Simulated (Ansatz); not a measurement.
`C[CH]1[NH][Al]1[Br]`. Charge 0, multiplicity 1. The geometry is a stationary point of PBE0-D4/def2-TZVP.

```xyz
10

C     0.095    0.711   -1.188
C     0.469   -0.270   -0.109
N     0.214    0.172    1.321
Al   -0.732   -1.229    1.039
Br   -2.234   -2.619    1.931
H     0.179    0.251   -2.177
H    -0.926    1.082   -1.071
H     0.766    1.581   -1.177
H     1.481   -0.657   -0.264
H     0.688    0.978    1.694
```

Problem. What is the dipole moment at B3LYP/def2-TZVPP? (An estimate is asked.)

Solution. Ansatz gave: 0.46 D, with components (0.34, 0.14, -0.27) D in this frame, pointing from negative to positive charge.

Problem. And with PBE, r2SCAN, ωB97M-V? (Estimate.)

Solution. Computed: PBE 0.55 D, r2SCAN 0.51 D, ωB97M-V 0.40 D.

Problem. Give the Mulliken charges with B3LYP, r2SCAN, ωB97M-V in def2-TZVPP. (Estimate.)

Solution. Computed: 
| atom | B3LYP | r2SCAN | ωB97M-V |
| --- | --- | --- | --- |
| C1 | -0.22 | -0.11 | -0.29 |
| C2 | -0.03 | -0.04 | -0.10 |
| N3 | -0.36 | -0.41 | -0.33 |
| Al4 | 0.39 | 0.47 | 0.42 |
| Br5 | -0.16 | -0.16 | -0.15 |
| H6 | 0.07 | 0.04 | 0.10 |
| H7 | 0.06 | 0.02 | 0.08 |
| H8 | 0.07 | 0.03 | 0.10 |
| H9 | 0.07 | 0.03 | 0.09 |
| H10 | 0.11 | 0.12 | 0.08 |

B3LYP here is the variant with VWN-RPA as its local correlation; programs differ in this.
